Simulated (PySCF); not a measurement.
Compound: C7H9O (doublet state).
Cartesian coordinates in Å at the GFN2-xTB level; atoms count from 1:
```xyz
17
C7H9O angstrom
C      1.0215   -1.0171    1.4939
C      0.2549   -0.1003    0.6359
C      1.1240    0.6557   -0.3683
C      2.3389    0.2917   -0.7288
C     -0.7811   -0.7970   -0.1910
C     -1.9372   -0.2892   -0.6304
C     -2.4541    1.0384   -0.3280
O     -3.4408    1.5181   -0.8306
H      0.8917   -2.0795    1.4374
H      1.7667   -0.6186    2.1538
H     -0.2086    0.6761    1.2632
H      0.6464    1.5228   -0.8033
H      2.8171   -0.5791   -0.3120
H      2.9051    0.8560   -1.4500
H     -0.5043   -1.7982   -0.4974
H     -2.5729   -0.8820   -1.2753
H     -1.8745    1.6143    0.4208
```

The hyperfine couplings belong to this conformer and change with its torsions.

As a line formula: `C=C[C@@H](/C=C\C=O)[CH2]` [radical].

Method: UKS B3LYP, pcH-1 on C H O, non-relativistic, mean-field spin-orbit, GIAO (PySCF 2.14.0). Isolated species at its GFN2-xTB geometry (one conformer only). The geometry wasn't refined by DFT: couplings that depend on bond lengths, twists or pyramidal angles can differ widely from those at the functional's own minimum. No stability test was run, so a lower SCF solution isn't excluded.

**Question.** Break the g tensor into its mass correction, gauge correction and orbital-Zeeman/spin–orbit terms.

**Answer.** 
```
                    Δg (ppm)     1     2     3
relativistic mass correction  -140  -140  -140
            gauge correction     6    37    20
   orbital Zeeman/spin–orbit    -4   442   728
                       total  -138   340   607
```

So g = 2.00218, 2.00266, 2.00293 and g_iso = 2.00259; the tensor is rhombic: the two nearest values differ by 36 % of g3 − g1. Axes: g3 points within 15° of the C1–H10 bond.

**Question.** How much does each term add to the isotropic shift?

**Answer.** The orbital-Zeeman/spin–orbit term 388, the mass correction -140 and the gauge correction 21 ppm, for a total of 269 ppm. The orbital-Zeeman/spin–orbit term is the largest in size. The mass correction is the same along every axis, so the anisotropy comes from the other two: their spans along these axes are 32 (gauge) and 732 ppm (orbital Zeeman/spin–orbit).

**Question.** What are the electron Larmor frequencies g μB B/h along the three axes at 340 mT?

**Answer.** 9.5278, 9.5301, 9.5314 GHz for g1, g2 and g3, a range of 3.5 MHz.

**Question.** At 9.621 GHz, how far is the centre of the isotropic spectrum from where a free electron (g = 2.002319) resonates?

**Answer.** B = hν/(g μB) with μB/h = 13.99624 MHz/mT gives 343.30 mT for the free electron and 343.26 mT at g_iso, 0.05 mT lower.

**Question.** In a frozen sample, at which fields do the three g values resonate at 9.5, 34, 94 and 263 GHz (hyperfine left aside), and which band first spreads them over more than twice a line width of 0.3 mT?

**Answer.** 
| band | GHz | B(g3) mT | B(g2) mT | B(g1) mT | spread mT |
| --- | --- | --- | --- | --- | --- |
| X | 9.5 | 338.88 | 338.93 | 339.01 | 0.13 |
| Q | 34.0 | 1212.84 | 1213.00 | 1213.29 | 0.45 |
| W | 94.0 | 3353.14 | 3353.59 | 3354.39 | 1.25 |
| J | 263.0 | 9381.65 | 9382.90 | 9385.14 | 3.49 |

The spread grows in proportion to the frequency. W band is the first where it exceeds 0.6 mT.

The Mulliken spin populations are largest on C1 (+1.08) and C2 (-0.08). No atom but C1 exceeds +0.15. The angles at C1 add up to 359.9°, so it is planar; its axial dipolar tensor and the negative couplings of its protons fit spin in a p orbital normal to that plane.

The HOMO–LUMO gaps are 4.22 eV among the α and 4.89 eV among the β orbitals.
